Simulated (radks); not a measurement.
Results of a calculation; reference values are marked as such.
Mean orbital radii <r> (bohr) of neutral caesium, [Xe] 6s1, of relativity; Dirac values are averaged over j with weights 2j + 1. Spin-unpolarised spherical Kohn-Sham, BLYP, point nucleus unless stated (finite: rms radius 4.8041 fm), a radial shooting solver on a logarithmic mesh with Libxc functionals. A level marked "c x" has the speed of light scaled by that factor.

shell       non-rel.
2p            0.1010
3s            0.3133
3p            0.3034
3d            0.2740
4s            0.7247
4p            0.7522
4d            0.8318
5s             1.813
5p             2.110
6s             5.817
6p (empty)     8.299
5d (empty)     5.514

Give the values at the level "Dirac".

Answer. 
shell         Dirac  change of magnitude (%)
2p          0.09795                    -2.99
3s           0.2988                    -4.64
3p           0.2966                    -2.24
3d           0.2736                    -0.13
4s           0.6947                    -4.13
4p           0.7391                    -1.75
4d           0.8374                    +0.67
5s            1.740                    -4.06
5p            2.093                    -0.84
6s            5.617                    -3.45
6p (empty)    8.396                    +1.17
5d (empty)        -                        -
